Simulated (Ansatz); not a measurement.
An input meant for (BeO)2 ring (Be₂O₂) (charge 0, triplet).

```yaml
crystal:
  periodic: [false, false, false]
  atoms:
    - {symbol: Be, position_ang: [-0.436282, -0.483285, -0.575883]}
    - {symbol: O, position_ang: [1.049861, -0.330196, -0.518211]}
    - {symbol: Be, position_ang: [-0.999864, 0.630269, 0.568159]}
    - {symbol: O, position_ang: [-1.049864, 0.330269, 0.518159]}
basis:
  gaussian: {orbitals: x2c-TZVPPall}
magnetization: {spin_polarized: true, initial_magnetization: 2}
hamiltonian: {xc: {name: B3LYP5}, pseudopotentials: {relativity: none}}
output: {forces: true}
```

```sh
$ ansatz run in.yaml --threads 4 --pin off --events-out ev --progress --plain --max-ram 3916MiB
```

It prints (some lines left out):

```
Functional definition: B3LYP5
584 factors; their error is unknown
mean field evaluation 1: about -4539.9861 eV, gradient 8.3e1 eV
mean field evaluation 2: about -4340.4496 eV, gradient 1.2e2 eV
mean field evaluation 4: about -4537.2758 eV, gradient 6.8e1 eV
mean field evaluation 8: about -4559.2381 eV, gradient 2.8e0 eV
mean field evaluation 16: about -4558.8381 eV, gradient 5.7e0 eV
a density is far from that of the atoms, so the factors are made again for it
736 factors; integrals over basis functions are off by at most 5.5e-4 eV
mean field -4559.32589515 eV, -167.5521362246 hartree, gradient 1.9e-5 eV, S^2 2.013714; 0 other end points of the search recorded, 0 dependent functions left out
reference -4559.32610489 eV, -167.5521439323 hartree; 13, 11 occupied and 87, 89 virtual orbitals, 736 factors
WARN: the results are in doubt because the basis set is contracted for relativity, which is off
Total energy: -4559.32610489 eV, -167.5521439323 hartree
Atom 0 at    -0.436282    -0.483285    -0.575883 Å, force     5.029521    -4.699859    -7.071610 eV/Å
Atom 1 at     1.049861    -0.330196    -0.518211 Å, force    -2.531553     0.139794     0.704929 eV/Å
Atom 2 at    -0.999864     0.630269     0.568159 Å, force   400.310351  2405.270814   399.909830 eV/Å
Atom 3 at    -1.049864     0.330269     0.518159 Å, force  -402.808319 -2400.710750  -393.543149 eV/Å
Dipole moment:    -0.761011    -0.046949     0.540575 e Å
In doubt: the basis set is contracted for relativity, which is off
```

Task: Something in this input is off. What?

Result: One atom was put on top of another. The run converged. The result belongs to that input, not to the species as meant. The program marks the result for the charge 0 triplet as doubtful (missing relativity).
